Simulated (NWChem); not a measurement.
Program: NWChem. System: H4F2GeOSi, charge 0, spin multiplicity 1, at a geometry optimised with B3LYP/def2-SVP. The structure started from a generated list of species. Level: LDA (SVWN5)/def2-SVP.

Input file:

```
start mol
memory heap 200 mb stack 800 mb global 1000 mb
geometry units angstroms nocenter noautoz noautosym
  Si     1.520860    -0.388994     0.315630
  F      1.257775    -0.858679     1.838680
  F      2.068208     1.127081     0.421816
  O      0.144976    -0.439992    -0.542344
  Ge    -1.533573     0.209356    -0.573621
  H      2.551551    -1.241252    -0.289738
  H     -2.240014    -0.237061     0.719651
  H     -2.175002    -0.414207    -1.822743
  H     -1.447900     1.743352    -0.675827
end
basis spherical
  * library def2-svp
end
dft
  xc slater vwn_5
  semidirect memsize 60000000 filesize 0
  iterations 100
end
task dft energy
```

Part of the output:

```
             Northwest Computational Chemistry Package (NWChem) 7.3.0
             --------------------------------------------------------

                                NWChem Input Module
                                -------------------

 Scaling coordinates for geometry "geometry" by  1.889725989
 (inverse scale =  0.529177249)

                             Geometry "geometry" -> ""
                             -------------------------

 Output coordinates in angstroms (scale by  1.889725989 to convert to a.u.)

  No.       Tag          Charge          X              Y              Z
 ---- ---------------- ---------- -------------- -------------- --------------
    1 Si                  14.0000     1.52086000    -0.38899400     0.31563000
    2 F                    9.0000     1.25777500    -0.85867900     1.83868000
    3 F                    9.0000     2.06820800     1.12708100     0.42181600
    4 O                    8.0000     0.14497600    -0.43999200    -0.54234400
    5 Ge                  32.0000    -1.53357300     0.20935600    -0.57362100
    6 H                    1.0000     2.55155100    -1.24125200    -0.28973800
    7 H                    1.0000    -2.24001400    -0.23706100     0.71965100
    8 H                    1.0000    -2.17500200    -0.41420700    -1.82274300
    9 H                    1.0000    -1.44790000     1.74335200    -0.67582700

 Effective nuclear repulsion energy (a.u.)     457.4416751633

            Nuclear Dipole moment (a.u.)
            ----------------------------
        X                 Y               Z
 ---------------- ---------------- ----------------
    -0.0000113384    -0.0000188973     0.0000056692


 Summary of "ao basis" -> "" (spherical)
 ------------------------------------------------------------------------------
       Tag                 Description            Shells   Functions and Types
 ---------------- ------------------------------  ------  ---------------------
 *                          def2-svp                  on all atoms

                                 NWChem DFT Module
                                 -----------------

 Summary of "ao basis" -> "ao basis" (spherical)
 ------------------------------------------------------------------------------
       Tag                 Description            Shells   Functions and Types
 ---------------- ------------------------------  ------  ---------------------
 Si                         def2-svp                 8       18   4s3p1d
 F                          def2-svp                 6       14   3s2p1d
 O                          def2-svp                 6       14   3s2p1d
 Ge                         def2-svp                12       32   5s4p3d
 H                          def2-svp                 3        5   2s1p

 Summary of "ao basis" -> "ao basis" (spherical)
 ------------------------------------------------------------------------------
       Tag                 Description            Shells   Functions and Types
 ---------------- ------------------------------  ------  ---------------------
 Si                         def2-svp                 8       18   4s3p1d
 F                          def2-svp                 6       14   3s2p1d
 O                          def2-svp                 6       14   3s2p1d
 Ge                         def2-svp                12       32   5s4p3d
 H                          def2-svp                 3        5   2s1p

            General Information
            -------------------
          SCF calculation type: DFT
          Wavefunction type:  closed shell.
          No. of atoms     :     9
          No. of electrons :    76
           Alpha electrons :    38
            Beta electrons :    38
          Charge           :     0
          Spin multiplicity:     1
          Use of symmetry is: off; symmetry adaption is: off
          Maximum number of iterations: 100
          AO basis - number of functions:   112
                     number of shells:    50
          Convergence on energy requested:  1.00D-06
          Convergence on density requested:  1.00D-05
          Convergence on gradient requested:  5.00D-04

              XC Information
              --------------
                        Slater Exchange Functional  1.000 local
                      VWN V Correlation Functional  1.000 local

             Grid Information
             ----------------
          Grid used for XC integration:  medium
          Radial quadrature: Mura-Knowles
          Angular quadrature: Lebedev.
          Tag              B.-S. Rad. Rad. Pts. Rad. Cut. Ang. Pts.
          ---              ---------- --------- --------- ---------
          Si                  1.10       88          11.0       590
          F                   0.50       49          12.0       434
          O                   0.60       49           8.0       434
          Ge                  1.25      112          11.0       590
          H                   0.35       45          12.0       434
          Grid pruning is: on
          Number of quadrature shells:   527
          Spatial weights used:  Erf1

          Convergence Information
          -----------------------
          Convergence aids based upon iterative change in
          total energy or number of iterations.
          Levelshifting, if invoked, occurs when the
          HOMO/LUMO gap drops below (HL_TOL):  1.00D-02
          DIIS, if invoked, will attempt to extrapolate
          using up to (NFOCK): 10 stored Fock matrices.

                    Damping( 0%)  Levelshifting(0.5)       DIIS
                  --------------- ------------------- ---------------
          dE  on:    start            ASAP                start
          dE off:    2 iters        100 iters           100 iters

      Screening Tolerance Information
      -------------------------------
          Density screening/tol_rho:  1.00D-10
          AO Gaussian exp screening on grid/accAOfunc:  14
          CD Gaussian exp screening on grid/accCDfunc:  20
          XC Gaussian exp screening on grid/accXCfunc:  20
          Schwarz screening/accCoul:  1.00D-08

      Superposition of Atomic Density Guess
      -------------------------------------

 Sum of atomic energies:       -2639.05532734

      Non-variational initial energy
      ------------------------------

 Total energy =   -2640.137230
 1-e energy   =   -4590.602522
 2-e energy   =    1493.023617
 HOMO         =      -0.393610
 LUMO         =       0.028538

------------------------------------------------------------
EAF file 0: "./mol.aoints.0" size=524288 bytes
------------------------------------------------------------
               write      read    awrite     aread      wait
               -----      ----    ------     -----      ----
     calls:        1         0         0         0         0
   data(b): 5.24e+05  0.00e+00  0.00e+00  0.00e+00
   time(s): 0.00e+00  0.00e+00  0.00e+00  0.00e+00  0.00e+00
rate(mb/s): 0.00e+00  0.00e+00
------------------------------------------------------------

   convergence    iter        energy       DeltaE   RMS-Dens  Diis-err    time
 ---------------- ----- ----------------- --------- --------- ---------  ------
 d= 0,ls=0.0,diis     1  -2637.1300061704 -3.09D+03  2.00D-02  1.81D+00     3.9
 d= 0,ls=0.0,diis     2  -2636.8209752635  3.09D-01  1.23D-02  5.15D+00     4.4
 d= 0,ls=0.0,diis     3  -2637.2769553952 -4.56D-01  3.29D-03  1.73D-01     4.8
 d= 0,ls=0.0,diis     4  -2637.2846325508 -7.68D-03  1.66D-03  8.86D-02     5.2
 d= 0,ls=0.0,diis     5  -2637.2923954776 -7.76D-03  3.94D-04  6.59D-03     5.7
  Resetting Diis
 d= 0,ls=0.0,diis     6  -2637.2929782457 -5.83D-04  5.39D-05  2.24D-05     6.2
 d= 0,ls=0.0,diis     7  -2637.2929812154 -2.97D-06  2.18D-05  1.39D-06     6.6
 d= 0,ls=0.0,diis     8  -2637.2929810649  1.50D-07  1.14D-05  3.52D-06     7.1
 d= 0,ls=0.0,diis     9  -2637.2929814278 -3.63D-07  3.20D-06  2.68D-07     7.6

         Total DFT energy =    -2637.292981427782
      One electron energy =    -4591.398177298697
           Coulomb energy =     1621.494203613918
    Exchange-Corr. energy =     -124.830682906265
 Nuclear repulsion energy =      457.441675163262

 Numeric. integr. density =       75.999991219726

     Total iterative time =      6.6s

                       DFT Final Molecular Orbital Analysis
                       ------------------------------------

 Vector   36  Occ=2.000000D+00  E=-3.231890D-01
              MO Center=  1.7D+00, -5.7D-01,  1.5D-01, r^2= 3.7D+00
   Bfn.  Coefficient  Atom+Function         Bfn.  Coefficient  Atom+Function
  ----- ------------  ---------------      ----- ------------  ---------------
    93      0.339262  6 H  s                 94      0.269932  6 H  s
    22      0.210682  2 F  px                37     -0.197756  3 F  py
    36      0.187317  3 F  px                50     -0.163176  4 O  px
     8      0.142318  1 Si px                24     -0.143022  2 F  pz
    25     -0.140183  2 F  px                23     -0.138673  2 F  py

 Vector   37  Occ=2.000000D+00  E=-2.919634D-01
              MO Center= -5.9D-01, -2.1D-01, -6.2D-01, r^2= 3.4D+00
   Bfn.  Coefficient  Atom+Function         Bfn.  Coefficient  Atom+Function
  ----- ------------  ---------------      ----- ------------  ---------------
    52      0.359341  4 O  pz                51      0.271581  4 O  py
    55      0.255100  4 O  pz               103      0.240463  8 H  s
   104      0.198432  8 H  s                 54      0.197374  4 O  py
    74     -0.159995  5 Ge pz                98     -0.149483  7 H  s
   108     -0.147407  9 H  s                 73     -0.121993  5 Ge py

 Vector   38  Occ=2.000000D+00  E=-2.857897D-01
              MO Center= -4.4D-01,  3.2D-03, -2.5D-01, r^2= 3.1D+00
   Bfn.  Coefficient  Atom+Function         Bfn.  Coefficient  Atom+Function
  ----- ------------  ---------------      ----- ------------  ---------------
    51      0.375771  4 O  py                54      0.276607  4 O  py
    52     -0.262202  4 O  pz               108     -0.215469  9 H  s
    98      0.214123  7 H  s                 55     -0.193093  4 O  pz
   109     -0.181255  9 H  s                 99      0.180208  7 H  s
    50      0.149625  4 O  px                73     -0.136356  5 Ge py

 Vector   39  Occ=0.000000D+00  E=-4.265506D-02
              MO Center= -1.2D+00,  1.4D-01, -5.0D-01, r^2= 4.3D+00
   Bfn.  Coefficient  Atom+Function         Bfn.  Coefficient  Atom+Function
  ----- ------------  ---------------      ----- ------------  ---------------
    75      0.862094  5 Ge px                49     -0.617501  4 O  s
    72      0.307127  5 Ge px                76     -0.285401  5 Ge py
    64      0.281100  5 Ge s                  4      0.245147  1 Si s
    94     -0.241752  6 H  s                 48     -0.199701  4 O  s
   104      0.182605  8 H  s                 53      0.176529  4 O  px

 Vector   40  Occ=0.000000D+00  E= 1.284307D-03
              MO Center= -1.6D+00,  2.6D-01, -5.3D-01, r^2= 4.8D+00
   Bfn.  Coefficient  Atom+Function         Bfn.  Coefficient  Atom+Function
  ----- ------------  ---------------      ----- ------------  ---------------
    64      1.182026  5 Ge s                104     -0.833546  8 H  s
    99     -0.742046  7 H  s                109     -0.739284  9 H  s
    65      0.722715  5 Ge s                 63     -0.441981  5 Ge s
    75     -0.359372  5 Ge px                13     -0.203586  1 Si pz
   103     -0.198100  8 H  s                 98     -0.179356  7 H  s

 Vector   41  Occ=0.000000D+00  E= 1.860251D-02
              MO Center= -4.5D-01, -8.9D-02, -3.9D-01, r^2= 6.2D+00
   Bfn.  Coefficient  Atom+Function         Bfn.  Coefficient  Atom+Function
  ----- ------------  ---------------      ----- ------------  ---------------
    76      0.911181  5 Ge py                99      0.890925  7 H  s
   109     -0.887504  9 H  s                 77     -0.651540  5 Ge pz
    12     -0.507666  1 Si py                75      0.364032  5 Ge px
    13      0.357837  1 Si pz                73      0.226382  5 Ge py
    35      0.218975  3 F  s                 21     -0.217109  2 F  s

 center of mass
 --------------
 x =  -0.10216218 y =   0.02959311 z =  -0.01638456

 moments of inertia (a.u.)
 ------------------
         561.890799349429          77.475120347655        -500.835645034707
          77.475120347655        1685.827358448894         105.963864125957
        -500.835645034707         105.963864125957        1506.168865286337

     Multipole analysis of the density
     ---------------------------------

     L   x y z        total         alpha         beta         nuclear
     -   - - -        -----         -----         ----         -------
     0   0 0 0     -0.000000    -38.000000    -38.000000     76.000000

     1   1 0 0     -0.727022     -0.363505     -0.363505     -0.000011
     1   0 1 0     -0.038651     -0.019316     -0.019316     -0.000019
     1   0 0 1     -0.461758     -0.230882     -0.230882      0.000006

     2   2 0 0    -32.588399   -335.725718   -335.725718    638.863037
     2   1 1 0     -1.995648     20.548314     20.548314    -43.092277
     2   1 0 1     -0.574728   -117.237206   -117.237206    233.899684
     2   0 2 0    -35.549495    -67.673674    -67.673674     99.797853
     2   0 1 1      0.191336     24.767617     24.767617    -49.343899
     2   0 0 2    -36.561150   -108.782339   -108.782339    181.003529

 Task  times  cpu:        7.6s     wall:        7.6s

 Total times  cpu:        7.6s     wall:        7.6s
```
